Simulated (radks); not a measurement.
Question: These are the eigenvalues of the occupied orbitals of an atom or ion with whole-number occupations (eV). Calculated with a radial shooting solver on a logarithmic mesh with Libxc functionals: scalar-relativistic Kohn-Sham, BLYP, spin-polarised, spherical densities, finite nucleus; Fermi nuclear charge, rms radius of each element as measured or else 0.836 A^(1/3) + 0.57 fm.

| orbital | eigenvalue |
|---|---|
| 1s | -11427.79 |
| 2s | -1842.251 |
| 2p | -1670.286 |
| 3s | -564.7464 |
| 3p | -510.5215 |

Which element is it, and in what charge state? The configuration may be excited. Open shells, if any, are filled with parallel spins first.

Answer: Z = 32, germanium, charge +14: Ge14+ in [Ar]. The list shows which subshells hold electrons but not how many an open one holds; the 1s level, -419.96 hartree, gives Z - s = 29.0 by -(Z - s)^2/2, which with screening and relativity narrows Z to a few neighbours, and the depths of the outer levels then fix element, charge and occupations together.
